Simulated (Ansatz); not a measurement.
Stepwise reaction of `FB(Br)Br` with hydrogen chloride, as a gas-phase model of exchange steps in deposition or etching. ΔE in kJ/mol; ΔG adds harmonic PBE0-D4 terms to CCSD(T)/CBS, at 1 bar.

Isolated molecules relaxed with PBE0-D4/def2-TZVP in Ansatz; ΔE leaves out vibrations. CCSD(T)/CBS is the MP2 limit (def2-TZVPP, def2-QZVPP) plus CCSD(T) − MP2 in def2-TZVPP, frozen cores. This one scheme is used for every species. Functionals use def2-TZVPP. B3LYP here is the variant with VWN-RPA as its local correlation; programs differ in this. For Br outer-core shells are correlated without core-valence functions, which leaves a few kJ/mol of doubt a bond. Scalar relativity is left out up to krypton.

| step | reaction | PBE-D4 | B3LYP-D4 | ωB97M-V | CCSD(T)/CBS | ΔG(400 K) |
| --- | --- | --- | --- | --- | --- | --- |
| 2 | `FB(Cl)Br` + HCl → `FB(Cl)Cl` + HBr | -11.5 | -12.8 | -13.1 | -8.6 | -7.3 |

Give the row of step 1, `FB(Br)Br` + HCl → `FB(Cl)Br` + HBr. (Best estimate.)

Ansatz gave: 
| step | reaction | PBE-D4 | B3LYP-D4 | ωB97M-V | CCSD(T)/CBS | ΔG(400 K) |
| --- | --- | --- | --- | --- | --- | --- |
| 1 | `FB(Br)Br` + HCl → `FB(Cl)Br` + HBr | -11.3 | -12.7 | -13.1 | -8.4 | -11.7 |

By hand: ΔE of the 2 steps together at CCSD(T)/CBS.

(-8.4) + (-8.6) = -17.0 kJ/mol, or -8.5 kJ/mol a step.

In ΔE the steps differ by no more than 0.2 kJ/mol. All are downhill at CCSD(T)/CBS. ΔG lies between -11.7 and -7.3 kJ/mol a step. PBE-D4 differs from CCSD(T)/CBS by -2.9 to -2.9 kJ/mol a step. Isolated molecules leave out the surface, adducts and barriers. Largest T1 diagnostic: 0.012.
